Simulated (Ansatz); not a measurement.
Reaction (substitution at a C–Si bond): `C=C=C([SiH3])Cl` + `O[SiH3]` → `C=C=C(Cl)O[SiH3]` + SiH₄

Program: Ansatz. Geometries: PBE0-D4/def2-TZVP. ΔE: electronic, gas phase. CBS: MP2 limit from def2 TZ/QZ plus the TZ coupled-cluster correction, frozen cores. This one scheme is used for every species. Functionals use def2-TZVPP. B3LYP here is the variant with VWN-RPA as its local correlation; programs differ in this. Each species was taken in one conformer, which may not be the lowest.

`C=C=C([SiH3])Cl`:

Cartesian coordinates in Å:
```
C -1.939 -0.908 -0.617
C -0.683 -0.732 -0.337
C 0.562 -0.501 -0.044
Si 1.192 1.152 0.553
Cl 1.760 -1.766 -0.196
H -2.322 -0.731 -1.617
H -2.641 -1.244 0.140
H 1.810 0.986 1.892
H 0.044 2.089 0.622
H 2.217 1.656 -0.396
```

`O[SiH3]`:

```xyz
6

O     0.787    0.663   -0.765
Si   -0.213   -0.060    0.327
H     0.974    0.194   -1.578
H    -1.564   -0.311   -0.246
H    -0.317    0.879    1.467
H     0.334   -1.364    0.795
```

`C=C=C(Cl)O[SiH3]`:

```xyz
11

C     2.410   -0.026   -1.423
C     1.186   -0.012   -0.990
C    -0.048    0.012   -0.578
Cl   -1.287   -0.800   -1.502
O    -0.475    0.650    0.520
Si   -1.678    0.148    1.563
H     3.103   -0.816   -1.142
H     2.789    0.752   -2.080
H    -1.492   -1.283    1.908
H    -1.491    1.011    2.750
H    -3.019    0.364    0.974
```

SiH₄:

```xyz
5

Si    0.000    0.000    0.000
H    -0.157   -1.451    0.271
H    -0.646    0.779    1.087
H    -0.642    0.334   -1.297
H     1.444    0.339   -0.061
```

| level | ΔE (kcal/mol) | difference from CCSD(T)/CBS |
| --- | --- | --- |
| PBE-D4 | 18.8 | -3.3 |
| r2SCAN-D4 | 19.9 | -2.2 |
| B3LYP-D4 | 19.5 | -2.6 |
| B2PLYP | 20.9 | -1.2 |
| PBE | 19.1 | -3.0 |
| r2SCAN | 20.0 | -2.1 |
| PBE0 | 20.2 | -1.9 |
| HF/def2-TZVPP | 21.4 | -0.7 |
| MP2/def2-TZVPP | 22.6 | 0.5 |
| SCS-MP2/def2-TZVPP | 21.6 | -0.5 |
| CCSD/def2-TZVPP | 21.2 | -0.9 |
| HF/def2-QZVPP | 21.5 | -0.6 |
| MP2/def2-QZVPP | 23.4 | 1.3 |
| SCS-MP2/def2-QZVPP | 22.5 | 0.4 |
| HF/CBS(def2) | 21.5 | -0.6 |
| CCSD/CBS(def2) | 22.5 | 0.4 |
| CCSD(T)/CBS | 22.1 | 0 |

Largest T1 diagnostic among the species: 0.012.

From PBE to PBE0 (25 % exact exchange), in def2-TZVPP and without D4, ΔE moves by +1.1 kcal/mol.
